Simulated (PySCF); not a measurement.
## Polarisability and C₆ of Zr (zirconium, neutral)

[Kr] 4d2 5s2, high-spin 3F determinant. All numbers are calculated (PySCF 2.14, scalar relativity by spin-free X2C-1e, in aug-cc-pwCVTZ-DK with one added diffuse shell each of s, p, d, f, g type (12s11p9d5f4g, 161 functions)). Coupled (time-dependent) response in atomic units; α is the mean over directions.

```tsv
method	mean α (bohr³)	C₆ (like pair)	S(−4)
BP86	117.1	1610	6056
```

S(−4) is the Cauchy moment in α(ω) = α(0) + S(−4) ω² + …

Reference α: 112 ± 13 bohr³ (recommended; Schwerdtfeger and Nagle, table of static dipole polarizabilities (2023 update)). Published C₆: 1360 (Gould and Bucko (2016)).

Spin-orbit coupling is absent.

α(iu) at BP86:

```csv
u (hartree),α(iu) (bohr³)
0,117.1
0.0500,104.1
0.100,79.55
0.200,44.07
0.300,27.39
0.500,14.21
0.750,8.354
1.00,5.704
1.50,3.248
2.00,2.114
3.00,1.105
5.00,0.4657
```

A single London oscillator, α(iu) = α/(1 + u²/ω²), gives C₆ = (3/4) ω α². Matching the computed C₆ needs ω = 4 × 1610 / (3 × 117.1²) = 0.157 hartree.
